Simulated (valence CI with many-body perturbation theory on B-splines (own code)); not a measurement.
**Ni21+: calculated level list**

Method: configuration interaction combined with many-body perturbation theory (CI+MBPT): five valence electrons over a frozen Dirac-Fock core [He], radial functions for each j: 11 s, 11 p, 10 d, 8 f, 5 g, 2 h, with the one-electron correlation potential Σ1 (screened to all orders), the two-electron term Σ2, the three-electron term Σ3, Breit, model QED; selected single and double excitations, second order for the rest, scaled by the run's own slope (own B-spline code, finite nucleus).

No measured spectrum was set against this ion. As an estimate, levels of excited configurations hold to 0.05 to 0.15 % of their energy, terms of the ground configuration to about 0.5 %. Among the levels kept, up to 5500 cm⁻¹ of a level comes from second order outside the variational space, and about a tenth of that is noise between levels of different J, which matters for small intervals.

Levels 46 to 90 of 205, with energies above the lowest level, 2s2.2p3 4S°_3/2. "Leading %" is the weight of the configuration and term that name the level; weights of strongly mixed levels are sums over their largest components and can fall short, so below about 35 % the name and the second component can differ from the true leading terms, or belong to a minority configuration. In the jj column 3d3/2^4 stands for four electrons in 3d with j = 3/2. Lifetimes count E1, E2, E3, M1 and M2 decay at the calculated energies, and are blank where another channel may lead or the interval is too uncertain; long ones can be off by a factor of two.

```csv
No.,Configuration,Term,J,E (eV),Leading %,Lifetime,g,Leading jj
46,2s2.2p2.3d,4F,7/2,1137.5,67,1.88 ps,1.281,2s^2 2p1/2 2p3/2 3d5/2 (91 %)
47,2s2.2p2.3d,4F,5/2,1138.1,46,233 fs,1.039,2s^2 2p1/2 2p3/2 3d3/2 (84 %)
48,2s2.2p2.3d,4D,1/2,1138.2,81,395 fs,0.181,2s^2 2p1/2 2p3/2 3d3/2 (98 %)
49,2s2.2p2.3d,4D,3/2,1142.2,48,112 fs,1.251,2s^2 2p1/2 2p3/2 3d5/2 (82 %)
50,2s2.2p2.3d,2F,7/2,1142.4,38,59.3 ps,1.229,2s^2 2p1/2 2p3/2 3d3/2 (58 %)
51,2s2.2p2.3d,2F,5/2,1142.5,49,71.7 fs,1.166,2s^2 2p1/2 2p3/2 3d5/2 (88 %)
52,2s.2p3.3s,4S°,3/2,1142.8,45,486 fs,1.561,2s^2 2p3/2^2 3p3/2 (35 %)
53,2s2.2p2.3d,4F,9/2,1143.4,76,329 ps,1.280,2s^2 2p1/2 2p3/2 3d5/2 (79 %)
54,2s.2p3.3s,4S°,3/2,1145.9,35,527 fs,1.627,2s^2 2p3/2^2 3p3/2 (53 %)
55,2s2.2p2.3d,4D,5/2,1147.7,38,48.9 fs,1.385,2s^2 2p1/2 2p3/2 3d5/2 (42 %)
56,2s2.2p2.3p,2P°,1/2,1148.5,91,9.84 ps,0.667,2s^2 2p3/2^2 3p1/2 (86 %)
57,2s2.2p2.3d,4P,3/2,1149.3,64,34.5 fs,1.536,2s^2 2p1/2 2p3/2 3d3/2 (67 %)
58,2s2.2p2.3d,4P,1/2,1150.1,62,37.5 fs,2.160,2s^2 2p1/2 2p3/2 3d3/2 (50 %)
59,2s2.2p2.3d,2P,1/2,1151.4,70,49.0 fs,0.863,2s^2 2p1/2 2p3/2 3d5/2 (35 %)
60,2s2.2p2.3p,2P°,3/2,1151.5,76,7.31 ps,1.313,2s^2 2p3/2^2 3p3/2 (88 %)
61,2s2.2p2.3d,2F,7/2,1152.9,39,69.1 fs,1.122,2s^2 2p1/2 2p3/2 3d5/2 (46 %)
62,2s2.2p2.3d,2D,5/2,1154.8,68,29.3 fs,1.111,2s^2 2p1/2 2p3/2 3d5/2 (47 %)
63,2s2.2p2.3d,2D,3/2,1155.0,82,56.1 fs,0.849,2s^2 2p1/2 2p3/2 3d5/2 (79 %)
64,2s.2p3.3p,6P,3/2,1159.0,91,6.64 ps,2.334,2s 2p1/2 2p3/2^2 3p1/2 (44 %)
65,2s.2p3.3p,6P,5/2,1160.0,84,1.53 ps,1.826,2s 2p1/2 2p3/2^2 3p1/2 (35 %)
66,2s2.2p2.3d,2F,7/2,1163.0,33,480 fs,1.292,2s^2 2p3/2^2 3d5/2 (49 %)
67,2s.2p3.3p,6P,7/2,1163.6,64,2.04 ps,1.517,2s 2p1/2 2p3/2^2 3p3/2 (31 %)
68,2s2.2p2.3d,2G,9/2,1165.6,76,298 ps,1.159,2s^2 2p3/2^2 3d5/2 (79 %)
69,2s2.2p2.3d,2D,3/2,1167.5,71,42.0 fs,0.939,2s^2 2p3/2^2 3d3/2 (75 %)
70,2s2.2p2.3d,2D,5/2,1167.9,49,36.5 fs,1.164,2s^2 2p3/2^2 3d3/2 (62 %)
71,2s2.2p2.3d,2P,1/2,1169.3,84,58.2 fs,0.793,2s^2 2p3/2^2 3d3/2 (31 %)
72,2s.2p3.3s,4D°,3/2,1169.7,77,456 fs,1.299,2s 2p1/2^2 2p3/2 3s (48 %)
73,2s.2p3.3s,4D°,1/2,1169.7,83,420 fs,0.227,2s 2p1/2^2 2p3/2 3s (58 %)
74,2s.2p3.3s,4D°,5/2,1170.2,75,447 fs,1.419,2s 2p1/2 2p3/2^2 3s (62 %)
75,2s2.2p2.3d,2F,7/2,1170.8,63,30.0 fs,1.084,2s^2 2p3/2^2 3d3/2 (80 %)
76,2s.2p3.3p,4P,3/2,1171.5,87,162 fs,1.722,2s 2p1/2^2 2p3/2 3p3/2 (47 %)
77,2s.2p3.3p,4P,5/2,1172.0,82,140 fs,1.595,2s 2p1/2 2p3/2^2 3p3/2 (42 %)
78,2s.2p3.3p,4P,1/2,1173.1,94,170 fs,2.573,2s 2p1/2 2p3/2^2 3p3/2 (52 %)
79,2s2.2p2.3d,2S,1/2,1174.6,75,47.1 fs,2.010,2s^2 2p3/2^2 3d3/2 (41 %)
80,2s.2p3.3s,4D°,7/2,1174.7,98,411 fs,1.425,2s 2p1/2 2p3/2^2 3s (98 %)
81,2s2.2p2.3d,2P,3/2,1175.5,77,38.6 fs,1.302,2s^2 2p3/2^2 3d5/2 (75 %)
82,2s2.2p2.3d,2D,5/2,1175.8,58,37.9 fs,1.093,2s^2 2p3/2^2 3d5/2 (76 %)
83,2s.2p3.3s,2D°,3/2,1179.0,73,352 fs,0.956,2s 2p1/2 2p3/2^2 3s (49 %)
84,2s.2p3.3s,2D°,5/2,1182.8,81,306 fs,1.244,2s 2p1/2 2p3/2^2 3s (90 %)
85,2s2.2p2.3d,2D,5/2,1186.7,79,50.6 fs,1.179,2s^2 2p3/2^2 3d5/2 (84 %)
86,2s2.2p2.3d,2D,3/2,1188.1,90,39.4 fs,0.803,2s^2 2p3/2^2 3d3/2 (84 %)
87,2s.2p3.3s,4P°,1/2,1190.6,91,454 fs,2.500,2s 2p1/2 2p3/2^2 3s (92 %)
88,2s.2p3.3s,4P°,3/2,1192.7,72,456 fs,1.600,2s 2p1/2 2p3/2^2 3s (69 %)
89,2s.2p3.3d,6D°,1/2,1194.9,95,4.90 ps,3.278,2s 2p1/2 2p3/2^2 3d3/2 (47 %)
90,2s.2p3.3d,6D°,3/2,1195.0,94,3.61 ps,1.842,2s 2p1/2 2p3/2^2 3d3/2 (42 %)
```

Names give the largest LS component (configuration and term), which can be under half, so a name can repeat, a term be missing and a line seem to break the LS rules; names also repeat where a configuration has a term twice.

Where two levels of one J and parity lie close, their mixing, g and order are uncertain.
